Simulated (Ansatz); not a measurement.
Isolated molecules relaxed with PBE0-D4/def2-TZVP in Ansatz; ΔE leaves out vibrations. CCSD(T)/CBS adds triple-zeta CCSD(T) − MP2 to the extrapolated MP2 energy (def2 sets, frozen cores). Functionals use def2-TZVPP. B3LYP here is the variant with VWN-RPA as its local correlation; programs differ in this. def2 core potentials past Kr. For As, Te outer-core shells are correlated without core-valence functions, which leaves a few kJ/mol of doubt a bond. Scalar relativity is left out up to krypton. One conformer a species, not always the lowest.

`C[Te][AsH]O` + `C#C[SiH2]O` → `C#C[SiH2][Te]C` + `O[AsH]O`  (redistribution)

(1) Is it downhill or uphill in electronic energy at CCSD(T)/CBS, and by how much? (An estimate is asked.)

(2) What do these levels give: PBE-D4, r2SCAN-D4, ωB97X-V, ωB97M-V, PBE, PBE0, B3LYP, CCSD/def2-TZVPP, HF/def2-QZVPP, SCS-MP2/def2-QZVPP, HF/CBS(def2), CCSD/CBS(def2)? (Estimate.)

Largest T1 diagnostic among the species: 0.013.

## Answers

(1) The calculation gave: Uphill: ΔE = +0.92 eV.

(2) Ansatz gave: PBE-D4 0.86, r2SCAN-D4 0.93, ωB97X-V 0.86, ωB97M-V 0.91, PBE 0.87, PBE0 0.90, B3LYP 0.99, CCSD/def2-TZVPP 0.91, HF/def2-QZVPP 1.02, SCS-MP2/def2-QZVPP 0.90, HF/CBS(def2) 1.02, CCSD/CBS(def2) 0.94 eV.

In def2-TZVPP, CCSD(T) changes the Hartree–Fock value by −0.14 eV (the triples alone add −0.02 eV) and MP2 by −0.14 eV. From PBE to PBE0 (25 % exact exchange), in def2-TZVPP and without D4, ΔE moves by +0.03 eV.
